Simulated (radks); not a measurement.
The numbers below are computed, except where a source is named.
The neon ion Ne+, configuration [He] 2s2 2p5.

Code: a radial shooting solver on a logarithmic mesh with Libxc functionals. Model: scalar-relativistic Kohn-Sham, LB94 model potential, spin-polarised, spherical densities, finite nucleus; open shells are filled with parallel spins first; Fermi nuclear charge, rms radius 3.0055 fm.

Energy parts (eV):
part                 energy
kinetic            3518.057
electron-nucleus  -8294.803
Hartree            1612.280
(The LB94 potential has no energy functional, so no total or exchange-correlation energy is given.)

Orbitals (lengths in bohr, moments of r in powers of bohr; <r^-3> diverges for s and p1/2):
orbital  occ.  eigenvalue (eV)  <r^-3>    <r^2>
1s down     1        -885.5161       -  0.03315
1s up       1        -884.9660       -  0.03318
2s up       1         -64.9186       -   0.9029
2s down     1         -63.1101       -   0.9166
2p up       3         -42.1302   13.74   0.9752
2p down     2         -40.5034   13.66   0.9995

The highest occupied level is 2p down at -40.503 eV. Spin moment in Bohr magnetons: 1. For comparison, the ionisation energy in NIST's Atomic Spectra Database is 40.963 eV (measured). In exact Kohn-Sham theory the highest level is minus the ionisation energy, but local and semilocal functionals leave it too shallow, through self-interaction and a potential that decays too fast; potentials with the right tail come closer. Summed over all electrons, <r^2> = 6.811 bohr^2, which gives a Langevin (diamagnetic) susceptibility term of -5.39 x 10^-6 cm^3/mol. The electron density at the nucleus is 649.7 e/bohr^3 (large components only). The density falls to 0.001 e/bohr^3 at r = 2.60 bohr.
